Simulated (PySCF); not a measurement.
Ligand exchange on a metal centre used in film growth or etching (W OH-NH2). Isolated molecules, 0 K electronic values unless said otherwise. One relaxed conformer stands for each flexible species; it need not be the lowest.

The LUMO from two functionals at the same geometries (PBE-D3(BJ)/def2-SVP), both in PySCF: PBE-D3(BJ)/def2-TZVP and B3LYP-D3(BJ)/def2-TZVP. B3LYP has the VWN-RPA correlation part, as in Gaussian. 

| species | PBE-D3(BJ)/def2-TZVP (eV) |
|---|---|
| 0 of 6 OH replaced by NH2 ([W(OH)6]) | -3.47 |
| 1 of 6 OH replaced by NH2 | -3.17 |
| 2 of 6 OH replaced by NH2 | -2.91 |
| 3 of 6 OH replaced by NH2 | -2.76 |
| 4 of 6 OH replaced by NH2 ([W(OH)2(NH2)4]) | -2.68 |
| 6 of 6 OH replaced by NH2 ([W(NH2)6]) | -1.92 |

Q: What does B3LYP-D3(BJ)/def2-TZVP give for each?

A: 
- 0 of 6 OH replaced by NH2 ([W(OH)6]): -3.06
- 1 of 6 OH replaced by NH2: -2.74
- 2 of 6 OH replaced by NH2: -2.48
- 3 of 6 OH replaced by NH2: -2.32
- 4 of 6 OH replaced by NH2 ([W(OH)2(NH2)4]): -2.19
- 6 of 6 OH replaced by NH2 ([W(NH2)6]): -1.46
Over these rows, drawn at random from the members with no instability flagged (it was tested for open shells, ions and some series alone), PBE minus B3LYP-D3(BJ): mean -0.44 eV, from -0.49 eV to -0.41 eV.
